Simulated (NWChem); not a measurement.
Molecule: GeBrF$_{3}$; SMILES [F][Ge]([F])([F])[Br]

```xyz
5

F     -0.4702    -1.5142    -1.2998
Ge     0.0000     0.0000    -0.6665
F     -1.0762     1.1643    -1.2998
F      1.5464     0.3499    -1.2998
Br     0.0000     0.0000     1.5747
```
Atoms are numbered in this order, from 1.

Structure relaxed at the PBE0/def2-SVP level.

Spin-orbit effects, on the heavy nuclei and on their neighbours, are missing.

**Question.** Give the principal values of the shielding tensors (ppm) of F1, Ge2, Br5 from KT2/pcSseg-1, GIAO (NWChem), with their diamagnetic and paramagnetic parts as GIAO splits them.

**Answer.** 
```tsv
atom	σ11	σ22	σ33	isotropic	diamagnetic	paramagnetic
F1	188.8	193.0	391.5	257.8	476.8	-219.0
Ge2	1300.0	1300.0	1452.6	1350.8	2762.7	-1411.9
Br5	2148.9	2148.9	2968.6	2422.1	3128.2	-706.0
```
